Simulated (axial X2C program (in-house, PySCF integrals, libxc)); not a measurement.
**CrI⁺: the levels of the configuration d3 s1 p(π)0**

Calculated with an in-house all-electron X2C program for linear molecules (integrals from PySCF): two-component X2C with atomic mean-field Coulomb and Gaunt terms, basis Cr dyall-v3z, I dyall-v3z (cores contracted in-house). Orbitals come from Hartree–Fock averaged over the configuration Cr d3 s1 p(π)0; CI then distributes these electrons over the d, s, p(π) shells of Cr.

R = 2.476 Å (near the minimum of the configuration average).

Lowest levels of this model:

```
Ω  energy (cm⁻¹)     g∥       configuration
0              0   0.00              95% d4
1             30   3.66              96% d4
2            135   7.27              95% d4
3            485   9.97  90% d4 + 10% d3 s1
0            955   0.00  87% d4 + 12% d3 s1
2            959   6.53   93% d4 + 6% d3 s1
1           1003   2.67  89% d4 + 10% d3 s1
0           1037   0.00  86% d4 + 13% d3 s1
0           1160   0.00  87% d4 + 12% d3 s1
1           1234   1.07  86% d4 + 13% d3 s1
2           1330   4.21  86% d4 + 13% d3 s1
3           1380   8.03  86% d4 + 13% d3 s1
4           1403  12.00  86% d4 + 13% d3 s1
1           1492   4.59   91% d4 + 8% d3 s1
0           1535   0.00   92% d4 + 7% d3 s1
0          14462   0.00          100% d3 s1
2          14487   7.98          100% d3 s1
0          15119   0.00  90% d3 s1 + 10% d4
0          15157   0.00   91% d3 s1 + 9% d4
3          15412  10.00   92% d3 s1 + 8% d4
3          17496   7.96  86% d3 s1 + 14% d4
4          17593  11.94  86% d3 s1 + 14% d4
4          18695   9.93           95% d3 s1
5          19145  13.78  90% d3 s1 + 10% d4
4          19386   9.98  64% d4 + 34% d3 s1
5          19855  11.45  84% d4 + 16% d3 s1
6          19903  13.98  88% d4 + 11% d3 s1
5          20529  10.82  85% d4 + 14% d3 s1
5          24192  11.95  82% d4 + 16% d3 s1
```

g∥ is the magnitude of 2⟨Lz + ge Sz⟩ for the +Ω component.

This point took 3 s on 1 thread of Arm Neoverse N1, with other jobs on the host.

Dynamic correlation is missing, so gaps between terms are too wide and other configurations may lie lower; the lowest level listed is that of this model, not necessarily the ground state. The lowest levels belong to d4, not to the averaged configuration, so orbitals and distance suit them less well. For d shells the ligand-field splittings (σ, π, δ) and their order can be off by a thousand cm⁻¹ or more. At most 4 roots were kept for each Ω > 0 (twice that for Ω = 0) within 3.2 eV of the lowest, so higher up levels can be missing between those listed; levels with Ω > 0 are doubly degenerate and listed once, Ω = 0 levels singly. States that fill the shells left empty in the average are placed too high. Along the bond the averaged SCF switches between close solutions, so this one may not be the lowest.
